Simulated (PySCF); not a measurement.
## Computed properties of Sn(Cl)2(NH2)2 (Cl2H4N2Sn), SMILES [NH2][Sn]([Cl])([NH2])[Cl]

Cl₂H₄N₂Sn, SMILES [NH2][Sn]([NH2])([Cl])[Cl]. Coordinates come from a r2SCAN-D4/def2-SVP optimisation. The structure was generated by enumeration; whether it is a known compound was not checked. The def2 effective core potentials stand for the cores of Sn; spin–orbit coupling is left out. One conformer was computed; it need not be the lowest. All values are computed for the isolated molecule unless a solvent is named; none is compared with measurement here.

**Structure.** The optimised structure has C2 symmetry. All 21 harmonic modes at r2SCAN-D4/def2-SVP (PySCF) are real, so it is a minimum. With heavy atoms numbered as in [NH2:1][Sn:2]([NH2:3])([Cl:4])[Cl:5], the shortest bond between them is Sn2–N3 at 2.023 Å and the longest Sn2–Cl5 at 2.358 Å.

**Vibrations.** The strongest infrared lines (harmonic, unscaled, degenerate partners summed) lie at 553 cm⁻¹ (156 km/mol, N 72 %, H 21 %), 558 cm⁻¹ (115 km/mol, N 59 %, H 35 %), 377 cm⁻¹ (71 km/mol, Cl 72 %, Sn 27 %). The softest mode is at 90 cm⁻¹ and the zero-point energy is 33.2 kcal/mol.

**Electronic structure.** M06-2X/def2-TZVP (PySCF) places the frontier levels at -9.66 and -0.86 eV, a gap of 8.80 eV, and gives a dipole moment of 1.56 D and a mean polarisability of 76.2 bohr³. PBE/def2-TZVP (PySCF) at the same geometry gives -6.80 and -2.85 eV, so its gap is 4.85 eV narrower. An orbital gap is neither the optical nor the fundamental gap.

**Excitations.** TDA-B3LYP/def2-SVPD (PySCF) has S1 at 4.89 eV (254 nm, f = 0.046, weak); the most intense of the 10 singlets computed lies at 4.92 eV (f = 0.10). T1 (TDA) is at 4.15 eV, 0.74 eV under S1. TDA-PBE/def2-SVPD (PySCF) puts S1 at 4.31 eV. No vertical singlet excitation falls in the visible range (under 3.1 eV).
